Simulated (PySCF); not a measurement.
## Heteronuclear NMR

Numbering as in the mapped SMILES `[O:1]=[CH:2][CH2:3][SiH:4]1[SiH2:5][SiH2:6][SiH2:7]1`. Hydrogens are named by the atom that carries them. Ha(Si5), Ha(Si6), Ha(Si7) are cis to C3 on the ring; Hb(Si5), Hb(Si6), Hb(Si7) are trans to C3 on the ring.

Theoretical values (PySCF): shielding tensors at PBE0/pcSseg-1 (GIAO), GFN2-xTB geometry. One averaged value for each set of equivalent atoms, a single conformation, gas phase, no relativistic terms.

(1) Predict the ²⁹Si NMR data.

(2) Where does ¹⁷O resonate?

## Answers

(1) 
| atoms | environment | σ (ppm) | δ (ppm) |
| --- | --- | --- | --- |
| Si4 | silicon bonded to C, 2 Si, H, in a 4-membered ring | 385.0 | -36.5 |
| Si5/Si7 | silicon bonded to 2 Si, 2 H, in a 4-membered ring | 433.4 | -76.3 |
| Si6 | silicon bonded to 2 Si, 2 H, in a 4-membered ring | 441.9 | -83.3 |

Shieldings were converted by a linear fit to measured shifts: ²⁹Si (scatter 8.9 ppm rms, 25.8 ppm with the 6 outliers that the fit left out vs TMS, solution or neat liquid). Occasional misses reach two or three times the rms, and more in compound classes unlike the fitted ones.

On a 400 MHz spectrometer ²⁹Si resonates near 79.5 MHz, so 1 ppm is 79.5 Hz.

(2) 
```tsv
atoms	environment	σ (ppm)	δ (ppm)
O1	aldehyde oxygen	-308.4	547.6
```

Shieldings were converted by a linear fit to measured shifts: ¹⁷O: δ = 266.70 − 0.911σ (rms 10.7 ppm, 155 shifts, 12.2 ppm with the 3 outliers that the fit left out vs liquid water, solution or neat liquid). A few per cent of atoms miss by over 2 rms, more outside the fitted compound classes.

On a 600 MHz spectrometer ¹⁷O resonates near 81.3 MHz, so 1 ppm is 81.3 Hz.
